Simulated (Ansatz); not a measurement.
Two isomers of C2H5FGeO: A = `[CH3][Ge@H]1[O][C@@H]1F`, B = `F[CH2][GeH]1[CH2][O]1`.

Calculated with Ansatz (gas phase, PBE0-D4/def2-TZVP geometries, no zero-point term in ΔE). CBS: MP2 limit from def2 TZ/QZ plus the TZ coupled-cluster correction, frozen cores. DFT in def2-TZVPP. For Ge outer-core shells are correlated without core-valence functions, which leaves a few kJ/mol of doubt a bond. Scalar relativity is left out up to krypton. Each species was taken in one conformer, which may not be the lowest.

(1) Which is lower in electronic energy at CCSD(T)/CBS, and by how much? (Best estimate.)

(2) Give E(B) − E(A) in kcal/mol with B2PLYP, LDA (SPW92), MP2/def2-TZVPP, r2SCAN-D4, PBE-D4, CCSD(T)/def2-SVP, CCSD/def2-TZVPP. (Best estimate.)

(3) Does the order hold for the free energy at 298.15 K (harmonic terms from PBE0-D4)? (An estimate is asked.)

Largest T1 diagnostic: 0.014.

Answers

(1) The calculation gave: A, by 15.5 kcal/mol.

(2) The calculation gave: B2PLYP 15.9, LDA (SPW92) 19.0, MP2/def2-TZVPP 16.2, r2SCAN-D4 17.6, PBE-D4 17.1, CCSD(T)/def2-SVP 17.6, CCSD/def2-TZVPP 15.2. None reverses the order clearly.

(3) Ansatz gave: Yes: G(B) − G(A) = +15.6 kcal/mol, for one conformer each. Modes under 60 cm⁻¹, often nearly free rotors, make the harmonic entropy too high.

In def2-TZVPP, CCSD(T) changes the Hartree–Fock value by +1.3 kcal/mol (the triples alone add +0.5 kcal/mol) and MP2 by +1.8 kcal/mol. At CCSD(T), def2-SVP lies +2.1 kcal/mol from the extrapolated value and def2-TZVPP +0.2 kcal/mol.
